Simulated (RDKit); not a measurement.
RDKit input (UFF):

```python
from rdkit import Chem
from rdkit.Chem import AllChem, rdDetermineBonds

mol = Chem.MolFromXYZFile('mol.xyz')
rdDetermineBonds.DetermineBonds(mol, charge=-1)
print('SMILES', Chem.MolToSmiles(Chem.RemoveHs(mol)))
ff = AllChem.UFFGetMoleculeForceField(mol)
e0 = ff.CalcEnergy()
flag = ff.Minimize(maxIts=5000, forceTol=1e-5)
print(f'energy {e0:.4f} -> {ff.CalcEnergy():.4f} kcal/mol, converged: {flag == 0}')
print(Chem.MolToXYZBlock(mol))
```
mol.xyz:
```
5

Si    -1.58994500     0.17812800    -0.03070300
Ge     0.64894400    -0.03240300     0.01452400
H     -1.76202300    -1.34954100    -0.11051400
H      1.60346700    -1.27847000    -0.02336700
H      1.65157100     1.17111300     0.09894700
```

Output:

```
[00:25:48] UFFTYPER: Warning: hybridization set to SP3 for atom 0
[00:25:48] UFFTYPER: Unrecognized charge state for atom: 0
[00:25:48] UFFTYPER: Unrecognized atom type: Ge2 (1)
SMILES [SiH-]=[GeH2]
energy 0.7830 -> -0.0880 kcal/mol, converged: True
5

Si    -1.425642    0.393819   -0.015955
Ge     0.648944   -0.032403    0.014524
H     -1.280791   -1.067946   -0.084632
H      1.596587   -1.282351   -0.023730
H      1.012915    0.677707    0.058680
```

The dipole moment of an ion depends on the origin.

The geometry given is a B3LYP-D3(BJ)/def2-TZVP minimum.
